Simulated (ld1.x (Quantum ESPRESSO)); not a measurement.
# Building the TM potential for germanium (Ge) (PBEsol, scalar-relativistic).

* Element: Ge (Z = 32)
* Generator: ld1.x (Quantum ESPRESSO) 7.5
* Type: norm-conserving Troullier–Martins (Kleinman–Bylander form)
* Functional: PBEsol
* Relativity: scalar-relativistic
* Frozen core: [Ar] 3d10
* Valence charge: 4
* Reference configuration: 4s2 4p0.5 (charge +1.5)
* Partial waves: 4p (bound): rc 2.25 bohr; 4d channel at 0.2 Ry: rc 2.05 bohr; 4s (bound): rc 1.30 bohr
* Local potential: the s channel
* Core correction: a·sin(br)/r model core inside 1.35 bohr

All-electron outer shells of the reference configuration (PBEsol, scalar-relativistic, ld1.x):

```
shell  level (eV)  outermost node (bohr)  outermost maximum (bohr)
   4s      -24.47                   0.77                      1.69
   4p      -15.41                   0.82                      2.03
```

Results:

- Cutoffs needed: 50 Ry and 140 Ry (the cutoffs (Ry, on a coarse ladder) from which the occupation-weighted sum of valence levels, in a spherical-Bessel basis at the reference potential, stays within 10 and 1 mRy of its value at 400 Ry)
- Ghost test: ghost states, extra bound levels that the all-electron valence spectrum of the same l lacks: d at -1231.3 eV, p at -501.8 eV; a true bound ghost makes a file unfit for plane-wave use (spherical-Bessel basis up to 400 Ry, 20 bohr box)
- Largest excitation error: -158 meV (all-electron minus pseudo) for 4s1 4p0, out of 7 test configurations

Generation and tests took about 1.4 s on one core of a shared server CPU.
